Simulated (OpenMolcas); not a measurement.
# What dynamic correlation does to the levels of Ca+

```yaml
Program: OpenMolcas
Basis: ANO-RCC-VQZP [7s6p3d2f1g]
Scalar_Hamiltonian: DKH2, point nucleus
Active_space: 1 electron in 4 orbitals (4s 4p)
State_averaging: 2S+1 = 2 even, 1 root; 2S+1 = 2 odd, 3 roots
Spin-orbit_coupling: RASSI with atomic mean-field integrals over the reference wave functions, term energies averaged over their components
```

Methods on the same reference wave functions:
A. CASSCF
B. SS-CASPT2, IPEA 0.25 Eh, imaginary shift 0.1 Eh (closed shells correlated: 3s 3p)

Energies in cm-1 above 4s 2S 1/2, the measured ground level; measured values from NIST Handbook of Basic Atomic Spectroscopic Data.

| Level | A | B | Measured |
| --- | --- | --- | --- |
| 4s 2S 1/2 | 0.0 | 0.0 | 0.0 |
| 4p 2P* 1/2 | 23556 | 25211 | 25192 |
| 4p 2P* 3/2 | 23716 | 25371 | 25414 |

Deviations, from unrounded energies. A percentage is the sum of absolute deviations over the sum of measured energies, with the sign that they share, or ± where signs differ.

| Against measurement | Levels | A | B |
| --- | --- | --- | --- |
| mean absolute deviation (cm-1) | 2 | 1700 | 32 |
| other configurations (%) | 2 | -6.6 | ±0.1 |

B lies closest to measurement on these levels. The largest miss of B in the table is 4p 2P* 3/2, by -43 cm-1. The ranking rests on the paired levels alone, and a cruder setting can come out closer through cancelling errors.

The lowest spin-free term lies below A's lowest term by 0.257 hartree in B.

ANO sets are built for ground and valence states and can reach diffuse excited orbitals poorly. With one active electron the reference holds no correlation, so core polarisation is missing (holds for A). With one active electron, CASPT2 adds the correlation within the correlated inactive shells and between them and that electron, and leaves the splitting within a term as the reference gives it (holds for B). Measured partners are found by configuration, term and J. A level has none where our copy of the source lacks it or the pairing is in doubt (some pairs that miss far off the trend of their configuration count as doubtful), and it then counts in no deviation. Levels of configurations outside the active space are missing.

* marks odd parity.
